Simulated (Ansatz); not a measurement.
Reaction (SMILES): [NH2+][BH3-] (BNH5) → [BH2-][NH3+] (BNH5)

Wanted: isomerisation energy (electronic), in kcal/mol. Conventions: open shells spin-unrestricted; non-relativistic; no dispersion term unless named; spin-orbit terms left out; frozen cores in correlated levels; six Cartesian d functions in 6-31G* and its kin unless marked 5d. CBS marks a two-point X^-3 extrapolation of the correlation energy; Hartree-Fock from the larger set. The bracket is a focal-point correction in the basis named. Ab initio and DFT rows: single points at B3LYP-D3(BJ) geometries (Ansatz, a first-principles code).

```
species              coefficient  E at PBE/6-31G* (Ansatz), Eh  E at PBE0/def2-TZVPD (Ansatz), Eh
-------------------  -----------  ----------------------------  ---------------------------------
[BH3-][NH2+] (BNH5)           -1                     -82.43153                          -82.48250
[BH2-][NH3+] (BNH5)           +1                     -82.40764                          -82.47120
```

Coupled cluster (Ansatz) is a level with limits of its own, used here on species with T1 under 0.025 (0.045 for open shells) and stable references: RI-MP2/CBS(aug-cc-pVTZ,aug-cc-pVQZ)+[CCSD(T)-MP2]/aug-cc-pVTZ. Value to compare with, RI-MP2/CBS(aug-cc-pVTZ,aug-cc-pVQZ)+[CCSD(T)-MP2]/aug-cc-pVTZ (Ansatz): 2.3 kcal/mol. 1 Eh = 627.5095 kcal/mol.

Question: Work the quantity out at each level, and compare with RI-MP2/CBS(aug-cc-pVTZ,aug-cc-pVQZ)+[CCSD(T)-MP2]/aug-cc-pVTZ (Ansatz).

Answer: 
- PBE/6-31G*: the sum of coefficient times E is 0.02389 Eh, or 14.99 kcal/mol. Result: 15.0 kcal/mol. Its difference against RI-MP2/CBS(aug-cc-pVTZ,aug-cc-pVQZ)+[CCSD(T)-MP2]/aug-cc-pVTZ (Ansatz) is 12.7 kcal/mol.
- PBE0/def2-TZVPD: the sum of coefficient times E is 0.01130 Eh, or 7.09 kcal/mol. Result: 7.1 kcal/mol. Its difference against RI-MP2/CBS(aug-cc-pVTZ,aug-cc-pVQZ)+[CCSD(T)-MP2]/aug-cc-pVTZ (Ansatz) is 4.8 kcal/mol.
